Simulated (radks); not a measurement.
Results of a calculation; reference values are marked as such.
Radial electron density D(r) = 4 pi r^2 rho(r) of an atom or ion with 53.5 electrons. Level of theory: scalar-relativistic Kohn-Sham, LDA (Slater exchange, Perdew-Wang correlation), spin-polarised, spherical densities, point nucleus (a radial shooting solver on a logarithmic mesh with Libxc functionals).

```
   r/bohr * D(r) (the largest magnitude, 92.8, reaches the edge; | marks zero)
 0.002278 |    *
 0.003087 |       *
 0.004184 |            *
  0.00567 |                  *
 0.007685 |                          *
  0.01033 |                                 *
    0.014 |                                        *
  0.01898 |                                          *
  0.02572 |                                       *
  0.03486 |                                    *
  0.04724 |                                        *
  0.06402 |                                                  *
  0.08677 |                                                      *
   0.1176 |                                             *
   0.1594 |                                       *
    0.216 |                                              *
   0.2927 |                                      *
   0.3967 |                   *
   0.5377 |                *
   0.7287 |                 *
   0.9876 |         *
    1.328 |    *
    1.799 |  *
    2.439 |*
    3.305 *
    4.479 *
    6.071 *
    8.228 *
    11.15 *
```

What is the nuclear charge?

Answer. Z = 55. The innermost maximum, from 1s, lies near gamma/Z bohr with gamma = sqrt(1 - (Z/c)^2) = 0.916, here 0.0167 bohr (found: 0.0182), and its height grows with Z. The density is that of the caesium ion Cs1.5+ in [Kr] 4d10 5s2 6s(up 0.5, down 0.5) 5p(up 2.5, down 2); the configuration itself is not fixed sharply by these data, and Z only to a few units. D(r) has 4 maxima, at r = 0.0182, 0.0807, 0.230, 0.646 bohr, and minima at 0.0354, 0.152, 0.477 bohr, inside which lie 1.98, 11.20, 28.97 electrons.
